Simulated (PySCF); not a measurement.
Yb⁵⁴⁺ (ytterbium, charge +54) across methods

[Ne] 3s2 3p4, high-spin 3P determinant. Calculation: PySCF 2.14, in an even-tempered Gaussian basis (16 s from 13 bohr⁻², ratio 2.5; 10 p from 17 bohr⁻², ratio 2.5; 4 d from 69 bohr⁻², ratio 2.7; 4 f from 100 bohr⁻², ratio 2.7); the non-relativistic Hamiltonian (point nucleus).

```json
{"method": "PBE0", "E (hartree)": "-10408.93", "mean ε 3s β (eV)": "-5236.6", "mean ε 3p α (eV)": "-5121.4", "mean ε 3p β (eV)": "-5101.1", "Σ⟨r²⟩ (bohr²)": "0.3611", "⟨S²⟩": "2.000"}
{"method": "PBE", "E (hartree)": "-10408.80", "mean ε 3s β (eV)": "-5223.3", "mean ε 3p α (eV)": "-5107.3", "mean ε 3p β (eV)": "-5088.1", "Σ⟨r²⟩ (bohr²)": "0.3610", "⟨S²⟩": "2.000"}
{"method": "LDA", "E (hartree)": "-10401.10", "mean ε 3s β (eV)": "-5221.4", "mean ε 3p α (eV)": "-5105.2", "mean ε 3p β (eV)": "-5085.6", "Σ⟨r²⟩ (bohr²)": "0.3612", "⟨S²⟩": "2.000"}
{"method": "r2SCAN", "E (hartree)": "-10409.25", "mean ε 3s β (eV)": "-5226.2", "mean ε 3p α (eV)": "-5112.3", "mean ε 3p β (eV)": "-5090.7", "Σ⟨r²⟩ (bohr²)": "0.3612", "⟨S²⟩": "2.000"}
{"method": "revPBE", "E (hartree)": "-10409.28", "mean ε 3s β (eV)": "-5223.4", "mean ε 3p α (eV)": "-5107.4", "mean ε 3p β (eV)": "-5088.2", "Σ⟨r²⟩ (bohr²)": "0.3609", "⟨S²⟩": "2.000"}
{"method": "M06-L", "E (hartree)": "-10409.05", "mean ε 3s β (eV)": "-5225.9", "mean ε 3p α (eV)": "-5112.7", "mean ε 3p β (eV)": "-5089.6", "Σ⟨r²⟩ (bohr²)": "0.3611", "⟨S²⟩": "2.000"}
{"method": "UHF", "E (hartree)": "-10408.59807", "mean ε 3s β (eV)": "-5274.2", "mean ε 3p α (eV)": "-5161.8", "mean ε 3p β (eV)": "-5138.1", "Σ⟨r²⟩ (bohr²)": "0.3613", "⟨S²⟩": "2.001"}
```

A non-relativistic calculation at this Z misses sizeable relativistic shifts. Spin-orbit coupling is strong in this species (close to jj coupling), so the high-spin LS determinant is a model state, not a physical level.
